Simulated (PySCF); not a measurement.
PySCF 2.14 output of an unrestricted LDA calculation on a single atom or ion in aug-cc-pVQZ-DK3, with scalar relativity by spin-free X2C-1e:

```
SCF conv_tol = 1e-09
number electrons alpha = 28  beta = 24
    P. A. M. Dirac.,  Math. Proc. Cambridge Philos. Soc. 26, 376 (1930)
    F. Bloch.,  Z. Phys. 57, 545 (1929)
    S. H. Vosko, L. Wilk, and M. Nusair.,  Can. J. Phys. 58, 1200 (1980)
cycle= 1 E= -6786.47646239774  delta_E= -0.0175  |g|= 0.0442  |ddm|= 3.79
cycle= 2 E= -6786.47692087928  delta_E= -0.000458  |g|= 0.0126  |ddm|= 0.366
cycle= 3 E= -6786.47700642096  delta_E= -8.55e-05  |g|= 0.00211  |ddm|= 0.101
cycle= 4 E= -6786.47700914147  delta_E= -2.72e-06  |g|= 0.000971  |ddm|= 0.0321
cycle= 5 E= -6786.47700936143  delta_E= -2.2e-07  |g|= 2.41e-05  |ddm|= 0.00835
cycle= 6 E= -6786.47700936184  delta_E= -4.03e-10  |g|= 3.46e-06  |ddm|= 0.000256
converged SCF energy = -6786.47700936184  <S^2> = 6.0029123  2S+1 = 5.0011648
```

The run itself started from symmetry-adapted Hartree-Fock orbitals and held the occupation by maximum overlap, on a logarithmic radial grid, so the iterations belong to that start.

Problem. Which element, charge and spin multiplicity is this?

Solution. Te (tellurium, neutral), multiplicity 5; the state was [Kr] 4d10 5s1 5p4 5d1, one real determinant (an excited configuration).

⟨L²⟩ = 8.02 against 12 for a pure F term, so this real determinant mixes terms. The outer electron is Rydberg-like, and this basis confines it to a smaller radius and binds it less than a complete one would.
